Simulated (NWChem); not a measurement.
System: InHOCl₂; SMILES [OH][In]([Cl])[Cl]

```xyz
5

In     0.2315    -0.0073     0.0000
Cl    -1.0076    -1.9843     0.0000
Cl    -0.8729     2.0333     0.0000
O      2.2098    -0.0541     0.0000
H      2.5385    -0.9622     0.0000
```
Atoms are numbered in this order, from 1.

Level: PBE0/def2-SVP with def2 effective core potentials on In (NWChem), optimised geometry, unscaled harmonic frequencies. def2 effective core potentials on In; no spin-orbit coupling.

Task: List the harmonic frequencies with IR intensities, and the thermochemistry.

Result: 
```json
[
 {"frequency (cm⁻¹)": "92", "IR intensity (km/mol)": "9.1"},
 {"frequency (cm⁻¹)": "116", "IR intensity (km/mol)": "18.4"},
 {"frequency (cm⁻¹)": "116", "IR intensity (km/mol)": "18.0"},
 {"frequency (cm⁻¹)": "286", "IR intensity (km/mol)": "103.3"},
 {"frequency (cm⁻¹)": "362", "IR intensity (km/mol)": "12.2"},
 {"frequency (cm⁻¹)": "400", "IR intensity (km/mol)": "60.4"},
 {"frequency (cm⁻¹)": "627", "IR intensity (km/mol)": "63.8"},
 {"frequency (cm⁻¹)": "845", "IR intensity (km/mol)": "81.0"},
 {"frequency (cm⁻¹)": "3877", "IR intensity (km/mol)": "87.4"}
]
```

| Quantity | Value |
|---|---|
| zero-point energy | 9.6 kcal/mol |
| thermal correction to the enthalpy at 298.15 K (with zero-point energy) | 14.1 kcal/mol |
| heat capacity Cv | 18.1 cal/(mol K) |
| entropy at 298.15 K and 1 atm (symmetry number 1) | 84.1 cal/(mol K) |

Rigid rotor and harmonic oscillator; modes under 100 cm⁻¹ make the entropy uncertain.
